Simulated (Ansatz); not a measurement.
```yaml
crystal:
  periodic: [false, false, false]
  atoms:
    - {symbol: S, position_ang: [-0.000000, 0.000000, 0.002789]}
    - {symbol: Sn, position_ang: [0.000000, -0.000000, 2.206237]}
basis:
  gaussian: {orbitals: def2-mTZVP, final_grid: {core_spheres: 1, valence_spheres: 1, degree: 5}}
total_charge: -1
magnetization: {spin_polarized: true, initial_magnetization: 1}
hamiltonian: {xc: {name: r2SCAN}}
```

```sh
$ ansatz run in.yaml --threads 2 --pin off --events-out ev --progress --plain --max-ram 32768MiB --backend cpu
```

Shortened log:

```
Functional definition: r2SCAN
603 factors; their error is unknown
mean field evaluation 1: about -16669.0762 eV, gradient 1.3e1 eV
mean field evaluation 2: about -16665.5782 eV, gradient 2.5e1 eV
mean field evaluation 4: about -16670.2536 eV, gradient 1.3e0 eV
mean field evaluation 8: about -16673.3161 eV, gradient 1.6e1 eV
mean field evaluation 16: about -16676.4072 eV, gradient 1.7e-2 eV
mean field evaluation 32: about -16676.4675 eV, gradient 3.4e-3 eV
mean field -16676.46752461 eV, -612.8488778138 hartree, gradient 3.9e-5 eV, S^2 0.757291; 3 other end points of the search recorded, 0 dependent functions left out
reference -16676.46756484 eV, -612.8488792921 hartree; 20, 19 occupied and 38, 39 virtual orbitals, 603 factors
Total energy: -16676.46756484 eV, -612.8488792921 hartree
```

In this input the integration grid is far too coarse. The calculation finished and met its thresholds. The result belongs to that input, not to the molecule as meant.
